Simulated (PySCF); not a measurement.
B(H)(F)(Et) (C₂H₆BF), SMILES C(C)BF.

Geometry: r2SCAN-D4/def2-SVP. The values are those of a single conformer.

These are r2SCAN-D4/def2-SVP run with PySCF values and carry that method's errors.

Harmonic, unscaled wavenumbers; measured fundamentals usually lie a few per cent lower.

| mode | ν (cm⁻¹) | IR (km/mol) | moving atoms (share of kinetic energy) |
|---|---|---|---|
| 1 | 44 | 0.8 | H 39 %, B 24 %, F 20 %, C 16 % |
| 2 | 206 | 0.3 | H 86 %, C 12 % |
| 3 | 239 | 1.1 | C 40 %, H 32 %, B 15 %, F 14 % |
| 4 | 429 | 6.4 | F 37 %, C 26 %, H 25 %, B 12 % |
| 5 | 516 | 1.1 | H 72 %, C 17 % |
| 6 | 848 | 27.1 | H 82 %, B 12 % |
| 7 | 895 | 30.4 | H 51 %, C 25 %, B 23 % |
| 8 | 1007 | 11.9 | H 66 %, B 17 %, C 17 % |
| 9 | 1046 | 24.0 | H 60 %, B 22 %, C 17 % |
| 10 | 1065 | 4.4 | C 62 %, H 34 % |
| 11 | 1118 | 26.1 | H 68 %, F 16 %, B 14 % |
| 12 | 1242 | 7.1 | H 74 %, C 21 % |
| 13 | 1242 | 61.8 | H 44 %, C 26 %, B 20 %, F 11 % |
| 14 | 1387 | 9.0 | H 88 %, C 12 % |
| 15 | 1400 | 87.4 | H 73 %, B 13 %, C 11 % |
| 16 | 1406 | 147.4 | H 35 %, B 34 %, C 25 % |
| 17 | 1476 | 18.0 | H 95 % |
| 18 | 1481 | 8.1 | H 97 % |
| 19 | 2575 | 178.2 | H 91 %, B 9 % |
| 20 | 2990 | 19.8 | H 94 % |
| 21 | 3033 | 31.0 | H 97 % |
| 22 | 3056 | 8.4 | H 92 %, C 8 % |
| 23 | 3125 | 22.1 | H 91 %, C 9 % |
| 24 | 3127 | 23.1 | H 91 %, C 9 % |
